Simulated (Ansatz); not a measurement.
Born–Oppenheimer molecular dynamics of a periodic cell of 24 atoms, CS2 (contents 8 CS2, density as packed 1.41 g/cm³ with natural masses). It starts from a partly relaxed structure (largest force component 0.14 eV/Å).

Method: DFT r2SCAN-D3(BJ), scalar-relativistic, plane waves, PAW (Ansatz). Settings: accuracy low, cutoff 500 eV, k mesh 1x1x1, fermi-dirac smearing 0.02 eV, no spin polarisation.

```yaml
ensemble: NVT, Langevin thermostat
time_step: 1.5 fs
steps_asked: 40
set_temperature: 700 K
friction: 0.02 /fs
seed: 195073
```

First frame:

```xyz
24
Lattice="8.9628 0.0000 0.0000 0.0000 8.9628 0.0000 0.0000 0.0000 8.9628" Properties=species:S:1:pos:R:3
S 7.495 5.778 0.316
C 6.313 6.651 0.819
S 5.131 7.517 1.336
S 1.792 1.759 3.800
C 1.465 2.725 2.629
S 1.136 3.688 1.456
S 9.399 5.473 5.500
C 8.202 5.023 4.619
S 7.002 4.596 3.732
S 4.668 9.054 4.595
C 5.669 8.471 5.633
S 6.667 7.886 6.660
S 4.355 3.702 9.194
C 4.252 4.485 7.861
S 4.138 5.263 6.520
S -0.863 8.322 3.287
C 0.428 7.733 2.667
S 1.716 7.112 2.058
S 1.915 -0.581 7.667
C 1.754 0.941 7.408
S 1.593 2.458 7.135
S 7.387 1.431 9.499
C 7.170 2.051 8.093
S 6.963 2.661 6.684
```

Q: What does the run give?

A: The run went to its last step.

```yaml
steps_done: 40
time_covered: 60 fs
mean_temperature_over_the_second_half: 631 K
spread_of_the_potential_energy_over_the_second_half: 8.5 meV per atom
mean_potential_energy_of_the_second_half_above_the_start: 38.5 meV per atom
```

A run of 0.06 ps of so small a system gives no equilibrium averages. Limits of this set-up: coarse k mesh, low accuracy level.

Q: What happens to the structure?

A: Mean squared displacements from the first frame to the last, about the centre of mass: S 0.07 Å², C 0.06 Å². Another seed would give other details.

Q: How do temperature and energy run in time?

A: 
```tsv
time (fs)	T (K)	potential energy less start (eV)
0.0	671	0.000
4.5	633	0.433
9.0	595	0.558
13.5	476	1.049
18.0	483	1.126
22.5	522	1.008
27.0	552	1.112
31.5	583	0.930
36.0	723	0.754
40.5	701	0.836
45.0	738	0.632
49.5	596	1.127
54.0	662	0.837
58.5	500	1.350
```

Time of the run: 13 min on 2 threads of Arm Neoverse V1, on a shared host, peak memory 1.3 GiB.
